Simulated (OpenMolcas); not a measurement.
Levels of S I by method

| Quantity | Value |
| --- | --- |
| Program | OpenMolcas |
| Basis | ANO-RCC-VTZP [5s4p2d1f] |
| Scalar Hamiltonian | DKH2, point nucleus |
| Active space | 6 electrons in 8 orbitals (3s 3p 4s 4p) |
| State averaging | 2S+1 = 3 even, 3 roots; 2S+1 = 1 even, 6 roots; 2S+1 = 3 odd, 3 roots (0 in the spin-orbit step) |
| Spin-orbit coupling | RASSI with atomic mean-field integrals over the reference wave functions, term energies averaged over their components |

Methods on the same reference wave functions:
A. CASSCF
B. SS-CASPT2, IPEA 0.25 Eh, imaginary shift 0.1 Eh (closed shells correlated: 2s 2p)
C. XMS-CASPT2, IPEA 0.25 Eh, imaginary shift 0.1 Eh (closed shells correlated: 2s 2p)

Energies in cm-1 above 3s2 3p4 3P2, the measured ground level; measured values from NIST Handbook of Basic Atomic Spectroscopic Data.

```tsv
Level	A	B	C	Measured
3s2 3p4 3P2	0.0	0.0	0.0	0.0
3s2 3p4 3P1	354	355	355	396
3s2 3p4 3P0	515	517	518	574
3s2 3p4 1D2	11452	9930	10020	9239
3s2 3p4 1S0	20502	22720	23550	22180
```

Deviations, from unrounded energies. A percentage is the sum of absolute deviations over the sum of measured energies, with the sign that they share, or ± where signs differ.

```json
{"Against measurement": "mean absolute deviation (cm-1)", "Levels": "4", "A": "1000", "B": "330", "C": "560"}
{"Against measurement": "fine structure of the ground term (%)", "Levels": "2", "A": "-10.4", "B": "-10.1", "C": "-10.1"}
{"Against measurement": "other terms of the ground configuration (%)", "Levels": "2", "A": "±12.4", "B": "+3.9", "C": "+6.8"}
```

B lies closest to measurement on these levels and A furthest from it. The largest miss of B in the table is 3s2 3p4 1D2, by +690 cm-1. The ranking rests on the paired levels alone, and a cruder setting can come out closer through cancelling errors.

Between B and C the level of the table that moves most is 3s2 3p4 1S0, by 840 cm-1 (lowest in B, highest in C). Moves below CASPT2's spread within the term are not significant.

The mean deviations of B to C differ by less than CASPT2's widest spread within a term (400 cm-1), so their order carries little weight.

From A to B the spin-free energies of the other terms of 3s2 3p4 shown, above 3P, scale by factors of 0.86 to 1.11.

The lowest spin-free term lies below A's lowest term by 0.122 hartree in B, 0.126 hartree in C.

CASPT2 does not keep the components of a term degenerate, so their means are used; among the terms shown or strongly mixed into the levels shown the widest spread is 400 cm-1 (3s2 3p4 1D, C). Active for correlation alone: 4p 4s; no level in the range computed is led by a configuration that fills them, so any true level of that kind is missing. No level of 3s 3p5 was computed, though it lies in the active space. Without dynamic correlation excited terms often stand tens of per cent too high (terms of higher spin than the ground term too low), and those without a measured partner can miss by more than the paired ones (holds for A). Measured partners are found by configuration, term and J. A level has none where our copy of the source lacks it or the pairing is in doubt (some pairs that miss far off the trend of their configuration count as doubtful), and it then counts in no deviation. Only configurations of the active space appear.
